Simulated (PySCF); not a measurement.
## Substituent chemical shifts

Parent skeleton `[O:1]=[C:2]1[CH2:3][SiH2:4][O:5][SiH2:6]1`; one hydrogen on atom 3 is replaced by X. Hydrogens on one atom are averaged.

PySCF 2.14.0 with density-fitted response routines calculation with GFN2-xTB geometry and GIAO PBE0/pcSseg-1 shieldings; non-relativistic, one computed conformer, in vacuum.

Referencing at the same level of theory: ¹⁷O (σref 336.08) against H2O; ¹³C (σref 186.93) and ²⁹Si (σref 349.16) and ¹H (σref 31.72) against TMS.

Parent (X = H): O1 876.0, C2 247.2, C3 38.3, Si4 -10.7, O5 25.7, Si6 -49.0, H(C3) 2.14, H(Si4) 5.55, H(Si6) 4.75 ppm. Effects are Δδ = δ(X) − δ(H), positive for deshielding.

Four derivatives gave (Δδ, ppm):
```tsv
compound	O1	C2	C3	Si4	O5	Si6	H(C3)	H(Si4)	H(Si6)
1	-35.2	+1.9	+18.7	+5.0	-1.1	+5.8	+0.03	-0.09	+0.13
2	-28.8	+1.5	+22.1	-2.1	+1.7	+5.6	-0.64	-0.17	+0.15
3	-87.0	+7.2	+18.3	-2.0	+9.1	+8.9	+0.98	+0.01	+0.16
4	-202.3	-35.7	+7.3	-0.1	-9.9	+5.1	-0.34	-0.19	+0.32
```

Question: Their substituents are C2H5, CONH2, SCH3, cPr. Which is which?

Answer: 1: X = C2H5 (CC[C@@H]1[SiH2]O[SiH2]C1=O); 2: X = cPr (O=C1[SiH2]O[SiH2][C@@H]1C1CC1); 3: X = CONH2 (NC(=O)[C@@H]1[SiH2]O[SiH2]C1=O); 4: X = SCH3 (CS[C@@H]1[SiH2]O[SiH2]C1=O).

Unscaled 17O shifts of doubly bonded oxygen tend to come out too high, by tens of ppm or more. Experimental scales use liquid or dissolved standards, which lie at an offset from isolated H2O (liquid H2O: subtract about 36 ppm).
